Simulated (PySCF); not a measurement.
## Palladium: a sound run and one with changed settings

Sound run: Pd [Kr] 4d10, Pd⁺ [Kr] 4d9. All numbers are calculated (PySCF 2.14, a scalar-relativistic core potential, in cc-pVTZ-PP with ECP28MDF). The sound run starts from symmetry-adapted Hartree-Fock orbitals and uses a fine grid where one is needed.

Changed run: 14 angular points. This setting is unsound on purpose.

```
species  method  sound run (hartree)  changed run (hartree)  converged
     Pd     UHF           -126.60901             -126.60901        yes
     Pd     LDA           -127.21218             -128.53657        yes
     Pd   M06-L           -127.52439             -129.50935        yes
    Pd⁺     UHF           -126.37965             -126.37965        yes
    Pd⁺     LDA           -126.87276             -128.22561        yes
    Pd⁺   M06-L           -127.21732             -129.26500        yes
```

Ionisation energy of Pd:

| method | sound run (eV) | changed run (eV) |
| --- | --- | --- |
| UHF | 6.241 | 6.241 |

A coarse angular grid integrates products of high-l functions wrongly, so density functionals can shift, and the SCF can exploit the error; Hartree-Fock and MP2 need no grid.

For comparison, NIST gives 8.337 eV between the lowest levels.
